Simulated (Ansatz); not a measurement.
BBrFHO (`OB(F)Br`), charge 0, multiplicity 1.

(1) Give a relaxed structure at PBE0-D4/def2-TZVP (the Gaussian-basis code of Ansatz). (An estimate is asked.)

## Answers

(1) The calculation gave: 
Z-matrix (Å, degrees):
```
B
O 1 1.340
Br 1 1.930 2 122.4
F 1 1.314 2 119.2 3 -180.0
H 2 0.960 1 114.0 3 -0.0
```
Point group Cs.
